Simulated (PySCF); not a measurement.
# Bond curve of MgBe

Set-up: Mg 6-311G(d,p), Be 6-311G(d,p); no relativity (PySCF 2.14). Energies in eV from Mg + Be in their ground configurations at the same level. State: ¹Σ⁺ (singlet), closed shell.

All columns are PBE. A positive dipole means Mg(−)Be(+).

```json
{"R (Å)": "2.634", "E (eV)": "-0.173", "μ (D)": "-0.69", "Mulliken charge on Mg (basis-dependent)": "0.08", "HOMO (eV)": "-4.11", "LUMO (eV)": "-2.51", "Mayer bond order": "0.89", "⟨S²⟩": "0.00"}
{"R (Å)": "2.757", "E (eV)": "-0.223", "μ (D)": "-0.69", "Mulliken charge on Mg (basis-dependent)": "0.08", "HOMO (eV)": "-4.19", "LUMO (eV)": "-2.43", "Mayer bond order": "0.80", "⟨S²⟩": "0.00"}
{"R (Å)": "2.879", "E (eV)": "-0.245", "μ (D)": "-0.69", "Mulliken charge on Mg (basis-dependent)": "0.07", "HOMO (eV)": "-4.26", "LUMO (eV)": "-2.36", "Mayer bond order": "0.72", "⟨S²⟩": "0.00"}
{"R (Å)": "2.971", "E (eV)": "-0.248", "μ (D)": "-0.68", "Mulliken charge on Mg (basis-dependent)": "0.07", "HOMO (eV)": "-4.31", "LUMO (eV)": "-2.31", "Mayer bond order": "0.66", "⟨S²⟩": "0.00"}
{"R (Å)": "3.063", "E (eV)": "-0.243", "μ (D)": "-0.67", "Mulliken charge on Mg (basis-dependent)": "0.07", "HOMO (eV)": "-4.35", "LUMO (eV)": "-2.28", "Mayer bond order": "0.60", "⟨S²⟩": "0.00"}
{"R (Å)": "3.155", "E (eV)": "-0.233", "μ (D)": "-0.66", "Mulliken charge on Mg (basis-dependent)": "0.06", "HOMO (eV)": "-4.40", "LUMO (eV)": "-2.28", "Mayer bond order": "0.54", "⟨S²⟩": "0.00"}
{"R (Å)": "3.277", "E (eV)": "-0.215", "μ (D)": "-0.63", "Mulliken charge on Mg (basis-dependent)": "0.06", "HOMO (eV)": "-4.46", "LUMO (eV)": "-2.28", "Mayer bond order": "0.47", "⟨S²⟩": "0.00"}
{"R (Å)": "3.431", "E (eV)": "-0.188", "μ (D)": "-0.60", "Mulliken charge on Mg (basis-dependent)": "0.05", "HOMO (eV)": "-4.52", "LUMO (eV)": "-2.28", "Mayer bond order": "0.40", "⟨S²⟩": "0.00"}
{"R (Å)": "3.614", "E (eV)": "-0.155", "μ (D)": "-0.54", "Mulliken charge on Mg (basis-dependent)": "0.04", "HOMO (eV)": "-4.58", "LUMO (eV)": "-2.27", "Mayer bond order": "0.32", "⟨S²⟩": "0.00"}
{"R (Å)": "3.859", "E (eV)": "-0.116", "μ (D)": "-0.45", "Mulliken charge on Mg (basis-dependent)": "0.03", "HOMO (eV)": "-4.64", "LUMO (eV)": "-2.25", "Mayer bond order": "0.23", "⟨S²⟩": "0.00"}
```

A fit through these points gives, at Re = 2.956 Å, μ = -0.69 D and dμ/dR = 0.0871 D/Å; the reduced mass is 6.551 u.

Problem. How strong is the fundamental in the double-harmonic approximation, I = 42.26·(dμ/dR)²/μred km/mol?

Solution. I = 42.26·(0.0871)²/6.551 = 0.0489 km/mol at PBE.

Closed-shell solutions of metal pairs were not tested for spin polarisation, which can lower them a little. The bond is weak. Basis-set superposition, not corrected here, can be much of De in a small basis, most of all at correlated wavefunction levels. Functionals without a dispersion term scatter widely for such bonds, and LDA overbinds them.
